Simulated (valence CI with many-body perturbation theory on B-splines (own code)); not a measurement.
# E1 transitions of Kr²²⁺

Computed by valence CI with perturbative core correlation (CI+MBPT): four valence electrons over a frozen Dirac-Fock core [Ne], radial functions for each j: 11 s, 11 p, 10 d, 8 f, 5 g, 2 h, with the one-electron correlation potential Σ1 (screened to all orders), the two-electron term Σ2, the three-electron term Σ3, Breit, model QED; selected single and double excitations, second order for the rest, scaled by the run's own slope (own B-spline code, finite nucleus).

No measured levels were compared; by estimate levels of excited configurations hold to 0.05 to 0.15 % of their energy, terms of the ground configuration to about 0.5 %. Among the levels kept, up to 780 cm⁻¹ of a level comes from second order outside the variational space, and about a tenth of that is noise between levels of different J, which matters for small intervals.

Lines 51 to 100 of 571 in falling wavelength, among levels below 2193300 cm⁻¹, chosen from the strongest by gf and those to the six lowest levels. Wavelengths and rates use the calculated energies, so an error of 400 cm⁻¹ moves a line at 18.04 nm by 0.072 % and its rate by three times that or more. Electric multipoles are in the length gauge, E1 and E2 with the static RPA response of the core. Weak lines are less certain than strong ones. Lines between different terms over intervals too small for the method are left out, as are lines whose strength nearly cancels. Where a level lies close to another of its J and parity, the split of strength between their lines is uncertain. The highest levels of a list are the least certain.

Names give the largest LS component (configuration and term), which can be under half, so a name can repeat, a term be missing and a line seem to break the LS rules; names also repeat where a configuration has a term twice. Letters in brackets count levels of one name in rising energy.

```csv
λ vac (nm),Upper,Lower,A (s⁻¹),log gf,Branch %
18.04,3s 3p2 3d 3G_5,3s2 3p 3d 3F°_4,1.57e+10,-0.07,100.0
18.04,3p3 3d 5D°_3,3s 3p2 3d 3F_4 [a],5.91e+09,-0.70,12.8
18.01,3p3 3d 3F°_4 [a],3s 3p2 3d 3F_4 [a],7.49e+09,-0.48,23.7
17.98,3s 3p2 3d 1F_3 [a],3s2 3p 3d 3P°_2 [a],3.86e+09,-0.88,5.8
17.94,3s 3p3 3P°_2 [b],3s2 3p2 1D_2,5.46e+09,-0.88,83.6
17.83,3s 3p 3d2 5F°_3 [b],3s 3p2 3d 3F_4 [b],3.30e+09,-0.96,2.7
17.78,3s 3p2 3d 3F_3 [b],3s2 3p 3d 3D°_2,4.86e+09,-0.79,4.4
17.76,3p3 3d 5D°_4,3s 3p2 3d 3F_3 [a],2.75e+09,-0.93,5.0
17.62,3p3 3d 5D°_2 [a],3s 3p2 3d 3F_3 [a],4.21e+09,-1.01,8.0
17.53,3p3 3d 1G°_4,3s 3p2 3d 3G_3,5.00e+09,-0.68,11.4
17.52,3p3 3d 3F°_4 [b],3s 3p2 3d 3F_4 [b],3.65e+09,-0.82,6.6
17.49,3p3 3d 3F°_3 [a],3s 3p2 3d 5D_4,1.10e+10,-0.45,25.9
17.45,3s 3p 3d2 3D°_3,3s 3p2 3d 3D_3 [e],6.01e+09,-0.72,5.9
17.43,3p3 3d 3F°_2 [a],3s 3p2 3d 5D_3,6.82e+09,-0.81,25.9
17.41,3s 3p3 3D°_1,3s2 3p2 3P_0,7.44e+09,-0.99,89.8
17.33,3p3 3d 3P°_2 [a],3s 3p2 3d 3D_3 [a],6.42e+09,-0.84,5.2
17.27,3p3 3d 5D°_3,3s 3p2 3d 5P_3,3.23e+09,-0.99,7.0
17.21,3s 3p2 3d 3P_2 [c],3s2 3p 3d 1P°_1,4.46e+09,-1.00,2.4
17.16,3p3 3d 3F°_3 [b],3s 3p2 3d 3F_3 [a],3.68e+09,-0.94,12.0
17.10,3s 3p3 3P°_2 [a],3s2 3p2 3P_2,1.02e+10,-0.65,94.7
17.05,3p3 3d 3F°_2 [b],3s 3p2 3d 3D_2 [a],5.66e+09,-0.91,10.1
17.05,3s 3p3 3P°_1,3s2 3p2 3P_2,6.72e+08,-2.06,4.3
16.97,3p3 3d 3G°_5,3s 3p2 3d 3F_4 [a],3.87e+09,-0.74,18.5
16.92,3s 3p2 3d 3G_4,3s2 3p 3d 3F°_3,1.96e+10,-0.12,83.5
16.84,3p3 3d 3F°_3 [d],3s 3p2 3d 3D_3 [c],3.67e+09,-0.96,4.2
16.79,3p3 3d 3F°_3 [c],3s 3p2 3d 1F_3 [a],7.04e+09,-0.68,11.1
16.78,3p3 3d 5D°_4,3s 3p2 3d 5F_5,1.91e+10,-0.14,34.6
16.69,3p3 3d 5D°_4,3s 3p2 3d 5D_4,1.17e+10,-0.36,21.1
16.69,3p3 3d 3D°_2 [c],3s 3p2 3d 1D_2 [a],8.18e+09,-0.77,5.7
16.69,3s 3p2 3d 3G_3,3s2 3p 3d 3F°_2,1.23e+10,-0.44,40.9
16.66,3s2 3p 3d 3F°_2,3s2 3p2 1D_2,4.31e+09,-1.05,40.8
16.65,3s 3p2 3d 3F_2 [b],3s2 3p 3d 3F°_2,8.36e+09,-0.76,13.7
16.65,3s 3p3 3S°_1,3s2 3p2 1D_2,2.94e+08,-2.44,0.2
16.61,3p3 3d 3F°_3 [a],3s 3p2 3d 5F_4,5.01e+09,-0.84,11.8
16.56,3s 3p3 3P°_0,3s2 3p2 3P_1,1.27e+10,-1.28,100.0
16.54,3p3 3d 3F°_2 [b],3s 3p2 3d 3D_1 [a],7.64e+09,-0.81,13.6
16.46,3s 3p2 3d 1G_4,3s2 3p 3d 3F°_3,2.88e+09,-0.98,17.5
16.46,3s 3p2 3d 3F_2 [c],3s2 3p 3d 3D°_1,7.95e+09,-0.79,6.3
16.40,3p3 3d 5D°_1,3s 3p2 3d 5D_2,8.03e+09,-1.01,11.5
16.36,3s 3p2 3d 3F_4 [c],3s2 3p 3d 3D°_3,2.12e+10,-0.12,20.8
16.32,3s 3p3 3P°_1,3s2 3p2 3P_1,1.10e+10,-0.88,71.1
16.24,3s 3p2 3d 1F_3 [a],3s2 3p 3d 3F°_3,4.79e+09,-0.88,7.2
16.20,3p3 3d 5D°_4,3s 3p2 3d 5D_3,3.00e+09,-0.97,5.4
16.16,3p3 3d 3F°_3 [b],3s 3p2 3d 5D_4,3.93e+09,-0.97,12.8
16.15,3p3 3d 3F°_3 [d],3s 3p2 3d 3P_2 [b],4.56e+09,-0.90,5.2
16.12,3s2 3p 3d 3P°_1 [a],3s2 3p2 1S_0,5.41e+09,-1.20,5.2
16.11,3p3 3d 3F°_3 [c],3s 3p2 3d 3G_4,1.33e+10,-0.44,21.1
16.09,3p3 3d 5D°_2 [a],3s 3p2 3d 5D_1,5.60e+09,-0.96,10.6
16.09,3s 3p2 3d 3F_2 [c],3s2 3p 3d 3P°_1 [a],1.32e+10,-0.59,10.5
16.02,3p3 3d 5D°_1,3p4 1D_2,8.43e+09,-1.01,12.0
```

Problem. How does gf follow from A for the line at 17.78 nm?

Solution. gf = 1.4992 × (2J+1)_upper × A / σ², with σ = 562500 cm⁻¹ and 2J+1 = 7: gf = 0.161.
